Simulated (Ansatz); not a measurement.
The same path of Cl3HOZr + H4Si (11 atoms, charge 0, multiplicity 1) was run twice with different band settings. Lost on the way: Si7–H11. Made: Zr1–Si7, O2–H11.

These are results of RKS PBE-D4/def2-SVP in Ansatz, not measurements.

Relaxed end points:

```xyz
11
Properties=species:S:1:pos:R:3
Zr -0.254 0.413 -0.019
O -0.705 0.567 1.814
H -0.887 0.598 2.764
Cl 2.045 0.811 -0.336
Cl -1.461 2.057 -1.187
Cl -0.886 -1.701 -0.859
Si 1.768 -2.918 1.350
H 0.763 -4.032 1.304
H 2.363 -2.688 -0.007
H 2.854 -3.257 2.332
H 1.085 -1.659 1.821
```

```xyz
11
Properties=species:S:1:pos:R:3
Zr 0.263 -0.240 -0.217
O 0.476 0.145 2.068
H -0.374 0.344 2.512
Cl 2.031 1.234 -0.664
Cl -1.941 0.494 0.340
Cl -0.087 -1.448 -2.194
Si 1.221 -2.575 0.901
H 0.117 -3.591 1.101
H 2.378 -3.289 0.246
H 1.691 -2.281 2.336
H 0.910 -0.601 2.547
```

Common settings: movable images 7; climbing image yes; optimiser quadratic models (default); start path through a guess of the saddle point; force threshold 0.05 eV/Å; iteration limit 60; end points relaxed.

| run | spring |
| --- | --- |
| 1 | 5.0 eV/Å² |
| 2 | 0.1 eV/Å² |

Q: What does each run give, and how far can it be trusted?

A: Run 1: converged after 19 iterations, highest image 1.639 eV above the first end. A vibrational analysis at the climbing image gives one clearly imaginary mode, 1016i cm⁻¹: a first-order saddle point.
Run 2: converged after 25 iterations, highest image 1.639 eV above the first end. Another band between the same ends (7 images) ends at a top of the same energy, where a vibrational analysis finds 1 clearly imaginary mode.
The orbitals stay closed-shell, which can raise the energy where a bond breaks towards radicals; this wasn't checked here.
